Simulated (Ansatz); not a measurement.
Cartesian coordinates in Å:
```
F 1.376 0.797 -0.846
Ga 1.024 2.150 0.283
O -0.357 -1.793 -0.707
C -0.745 -1.064 0.088
S -1.298 -0.090 1.182
```

Total charge 0; spin multiplicity 1. The bonds changed during the relaxation, so this is another structure than the one it started from.

List the PBE0/def2-TZVPP orbital energies in eV (the Gaussian-basis code of Ansatz). (An estimate is asked.)

The calculation gave: Occupied: -10147.21, -2423.52, -1253.00, -1109.14, -1109.14, -1109.06, -672.12, -525.13, -282.73, -218.86, -162.71, -162.54, -162.54, -151.28, -104.16, -104.15, -103.95, -32.18, -30.94, -23.27, -23.27, -23.16, -23.13, -23.11, -23.00, -15.66, -13.69, -13.68, -13.47, -12.28, -10.47, -10.44, -8.94, -8.79, -7.57. Lowest empty: -1.47, -1.37, -0.85, -0.43, 0.78, 1.14, 2.99, 4.34.
